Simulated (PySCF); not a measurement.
# Scandium: a sound run and one with changed settings

Sound run: Sc [Ar] 3d1 4s2, Sc+ [Ar] 3d1 4s1. All numbers are calculated (PySCF 2.14, the spin-free X2C one-electron Hamiltonian (Gaussian nucleus), in cc-pVTZ-DK (7s6p4d2f1g, 68 functions)). In the sound run the correlated levels freeze [Ar]. The sound run starts from symmetry-adapted Hartree-Fock orbitals and uses a fine grid where one is needed.

Changed run: initial guess minao, at most 50 SCF cycles, level shift 0.5 hartree.

```csv
species,method,sound run (hartree),changed run (hartree),converged
Sc,UHF,-763.28505,-763.28505,yes
Sc,BP86,-764.28454,-764.28449,no
Sc,TPSS,-764.20646,-764.20347,no
Sc,MP2,-763.31434,-763.29908,yes
Sc+,UHF,-763.08698,-763.08698,yes
Sc+,BP86,-764.03896,-764.03896,no
Sc+,TPSS,-763.96939,-763.97083,no
Sc+,MP2,-763.09031,-763.08924,yes
```

Ionisation energy of Sc:

```csv
method,sound run (eV),changed run (eV)
UHF,5.390,5.390
MP2,6.096,5.710
SCS-MP2,6.242,5.779
```

A level shift leaves the converged SCF energy unchanged but raises the virtual orbital energies, which shrinks MP2 if it is not removed.

For comparison, NIST gives 6.561 eV between the lowest levels.
